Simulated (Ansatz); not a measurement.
`CO[SiH](F)OC`, relaxed with RKS PBE0-D4/def2-TZVP in Ansatz from a PBE-D4/def2-SVP geometry. The force threshold is 0.005 eV/Å; the program also tests the step.

Charge 0, multiplicity 1.

Start:

```xyz
13

C    -0.839   -1.068   -1.807
O    -0.132   -0.804   -0.607
Si    0.908    0.466   -0.349
F     0.206    1.799   -0.993
O     1.134    0.613    1.279
C     0.103    0.547    2.256
H    -0.171   -1.489   -2.593
H    -1.324   -0.153   -2.215
H    -1.629   -1.817   -1.595
H     2.251    0.317   -0.971
H    -0.448    1.511    2.324
H     0.568    0.341    3.241
H    -0.626   -0.262    2.030
```

Problem. By how much does the energy fall, and how many steps does the optimiser take? (Best estimate.)

Solution. The calculation gave: 11.79 kJ/mol, in 10 steps.

Problem. Which bonds change most? (An estimate is asked.)

Solution. Ansatz gave: Si3–F4 from 1.639 to 1.597 Å; O2–Si3 from 1.662 to 1.623 Å; Si3–O5 from 1.650 to 1.612 Å; C1–H7 from 1.114 to 1.095 Å.

Problem. Give the relaxed structure. (Estimate.)

Solution. The calculation gave: 
```xyz
13

C    -0.830   -1.052   -1.842
O    -0.194   -0.781   -0.611
Si    0.856    0.423   -0.327
F     0.223    1.767   -0.912
O     1.104    0.536    1.262
C     0.113    0.563    2.270
H    -0.107   -1.379   -2.597
H    -1.360   -0.172   -2.218
H    -1.550   -1.856   -1.682
H     2.162    0.240   -0.979
H    -0.428    1.513    2.258
H     0.611    0.454    3.234
H    -0.600   -0.256    2.144
```
